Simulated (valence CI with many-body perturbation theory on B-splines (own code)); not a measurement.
## Forbidden lines of Hg⁷⁵⁺

Level of theory: valence CI with perturbative core correlation (CI+MBPT): three valence electrons over a frozen Dirac-Fock core [He], radial functions for each j: 11 s, 11 p, 9 d, 7 f, 5 g, 2 h, 1 i, with the one-electron correlation potential Σ1, the two-electron term Σ2, the three-electron term Σ3, Breit, model QED; selected CI, second order for the rest (own B-spline code, finite nucleus).

No measured spectrum was set against this ion. As an estimate, large intervals hold to a few tenths of a per cent, small ones and those within an open d or f shell to about a per cent.

Lines 1 to 37 of 37 in falling wavelength, among levels below 16450 eV, chosen from the decays that carry over 1 % of a level's rate. Wavelengths and rates use the calculated energies. Electric multipoles are in the length gauge, E1 and E2 with the static RPA response of the core. S is in atomic units (e²a₀⁴ for E2 and M2, e²a₀⁶ for E3), for M1 in squared Bohr magnetons. Weak lines are less certain than strong ones. Lines between different terms over intervals too small for the method are left out, as are lines whose strength nearly cancels. The highest levels of a list are the least certain.

Levels are named by their leading jj configuration (3d3/2^4 stands for four electrons in 3d with j = 3/2), which in mixed levels can hold well under half, so a name can repeat and another be missing. Letters in brackets count levels of one name in rising energy.

```csv
λ vac (Å),Upper,Lower,Type,A (s⁻¹),S (a.u.)
6.182,(2s 2p1/2 2p3/2) J=3/2 [a],(2s 2p1/2^2) J=1/2,M1,4.47e+10,1.57e+00
6.055,(2s 2p1/2 2p3/2) J=5/2,(2s 2p1/2^2) J=1/2,E2,3.77e+08,1.65e-05
6.034,(2s 2p3/2 3d5/2) J=9/2,(2s 2p1/2 3d5/2) J=7/2,M1,4.09e+10,3.33e+00
5.914,(2s^2 2p3/2) J=3/2,(2s^2 2p1/2) J=1/2,M1,4.05e+10,1.24e+00
1.152,(2s 2p1/2 3p1/2) J=1/2 [a],(2s 2p1/2 2p3/2) J=3/2 [a],E2,3.87e+12,1.40e-05
1.149,(2s^2 3p1/2) J=1/2,(2s^2 2p3/2) J=3/2,E2,4.91e+12,1.75e-05
1.102,(2s 2p3/2 3p3/2) J=7/2,(2s 2p3/2^2) J=3/2,E2,1.70e+11,1.97e-06
1.090,(2s 2p3/2 3p3/2) J=7/2,(2s 2p3/2^2) J=5/2,E2,1.74e+12,1.91e-05
1.089,(2s 2p3/2 3p3/2) J=1/2 [b],(2s 2p3/2^2) J=3/2,E2,3.03e+12,8.29e-06
1.087,(2s^2 3p3/2) J=3/2,(2s^2 2p3/2) J=3/2,E2,2.49e+12,1.35e-05
1.077,(2s 2p3/2 3p3/2) J=1/2 [b],(2s 2p3/2^2) J=5/2,E2,9.51e+11,2.46e-06
1.069,(2s 2p3/2 3d5/2) J=9/2,(2s 2p3/2^2) J=5/2,M2,1.61e+11,2.01e-06
1.069,(2s 2p3/2 3d5/2) J=9/2,(2s 2p3/2^2) J=5/2,E3,1.01e+10,5.15e-07
0.9222,(2s 2p3/2 3p3/2) J=7/2,(2s 2p1/2 2p3/2) J=5/2,E2,1.24e+12,5.90e-06
0.9193,(2s 2p3/2 3p3/2) J=7/2,(2s 2p1/2 2p3/2) J=3/2 [a],E2,2.04e+12,9.57e-06
0.9186,(2s 2p3/2 3p3/2) J=1/2 [b],(2s 2p1/2 2p3/2) J=3/2 [b],E2,2.85e+12,3.33e-06
0.9180,(2s^2 3p3/2) J=3/2,(2s^2 2p1/2) J=1/2,E2,3.13e+12,7.30e-06
0.9073,(2s 2p3/2 3d5/2) J=9/2,(2s 2p1/2 2p3/2) J=5/2,M2,7.16e+10,3.93e-07
0.9073,(2s 2p3/2 3d5/2) J=9/2,(2s 2p1/2 2p3/2) J=5/2,E3,1.01e+10,1.62e-07
0.9045,(2s 2p3/2 3d5/2) J=9/2,(2s 2p1/2 2p3/2) J=3/2 [a],E3,2.08e+10,3.27e-07
0.9017,(2p1/2 2p3/2 3d3/2) J=5/2 [a],(2s 2p1/2 2p3/2) J=1/2,E2,5.34e+12,1.70e-05
0.9007,(2p1/2 2p3/2 3d3/2) J=7/2,(2s 2p1/2 2p3/2) J=3/2 [b],E2,8.11e+12,3.43e-05
0.8985,(2s 2p1/2 3d3/2) J=5/2,(2s^2 2p1/2) J=1/2,E2,1.12e+13,3.52e-05
0.8973,(2p1/2^2 3d3/2) J=3/2,(2s 2p1/2^2) J=1/2,E2,1.70e+13,3.54e-05
0.8963,(2p1/2 2p3/2 3d3/2) J=5/2 [a],(2s 2p1/2 2p3/2) J=5/2,E2,3.69e+12,1.14e-05
0.8953,(2p1/2 2p3/2 3d3/2) J=7/2,(2s 2p1/2 2p3/2) J=5/2,E2,7.40e+12,3.04e-05
0.8936,(2p1/2 2p3/2 3d3/2) J=3/2 [a],(2s 2p1/2 2p3/2) J=3/2 [a],E2,1.20e+13,2.45e-05
0.8936,(2p1/2 2p3/2 3d3/2) J=5/2 [a],(2s 2p1/2 2p3/2) J=3/2 [a],E2,7.48e+12,2.28e-05
0.8931,(2p1/2 2p3/2 3d3/2) J=1/2 [a],(2s 2p1/2 2p3/2) J=3/2 [a],E2,1.55e+13,1.57e-05
0.8926,(2p1/2 2p3/2 3d3/2) J=7/2,(2s 2p1/2 2p3/2) J=3/2 [a],E2,1.59e+12,6.44e-06
0.8873,(2s 2p3/2 3d5/2) J=3/2 [a],(2s^2 2p3/2) J=3/2,E2,2.55e+13,5.01e-05
0.8867,(2s 2p1/2 3d5/2) J=3/2,(2s^2 2p1/2) J=1/2,E2,2.28e+13,4.47e-05
0.8864,(2p1/2 2p3/2 3d5/2) J=7/2 [a],(2s 2p1/2 2p3/2) J=5/2,E2,9.31e+11,3.64e-06
0.8862,(2s 2p3/2 3d5/2) J=1/2,(2s^2 2p3/2) J=3/2,E2,2.33e+13,2.27e-05
0.8852,(2p1/2 2p3/2 3d5/2) J=9/2,(2s 2p1/2 2p3/2) J=5/2,E2,1.81e+13,8.77e-05
0.8837,(2p1/2 2p3/2 3d5/2) J=7/2 [a],(2s 2p1/2 2p3/2) J=3/2 [a],E2,1.63e+13,6.27e-05
0.8821,(2p1/2 2p3/2 3p3/2) J=7/2,(2s^2 2p3/2) J=3/2,E2,6.00e+12,2.29e-05
```
